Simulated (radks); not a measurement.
Q: Ionisation of the silver ion Ag3+, [Kr] 4d8, to [Kr] 4d7 as the strength of local exchange is varied. All-electron calculation, non-relativistic Kohn-Sham, Slater X-alpha exchange (alpha = 2/3 is LDA exchange), no correlation, spin-polarised, spherical densities, point nucleus; open shells are filled with parallel spins first (spin-orbit coupling, left out, can overturn this in heavy ions); relativity is left out, which matters for an element this heavy. Program: a radial shooting solver on a logarithmic mesh with Libxc functionals.

| alpha | E(Ag3+) (hartree) | exchange (hartree) | IE (eV) | -e of the level emptied (eV) | <r> of it (bohr) |
|---|---|---|---|---|---|
| 0.605 | -5175.75938 | -122.73643 | 48.174 | 40.549 (4d) | 1.263 |
| 0.625 | -5179.81831 | -126.88918 | 48.623 | 40.979 (4d) | 1.259 |
| 0.648 | -5184.48985 | -131.67235 | 49.143 | 41.476 (4d) | 1.254 |
| 0.667 | -5188.35199 | -135.62973 | 49.576 | 41.890 (4d) | 1.250 |
| 0.702 | -5195.47366 | -142.93397 | 50.379 | 42.660 (4d) | 1.242 |
| x | -5192.82738 | -140.21879 | 50.080 | 42.373 (4d) | 1.245 |

Which alpha was used in the last row?

A: alpha = 0.689. NIST Atomic Spectra Database: 49 +/- 1.7 eV (theoretical). The Delta-SCF value meets it near alpha = 0.64. Relativity is left out here, which matters for elements this heavy. Open shells are spherical and high-spin; term and fine-structure splittings are not resolved.
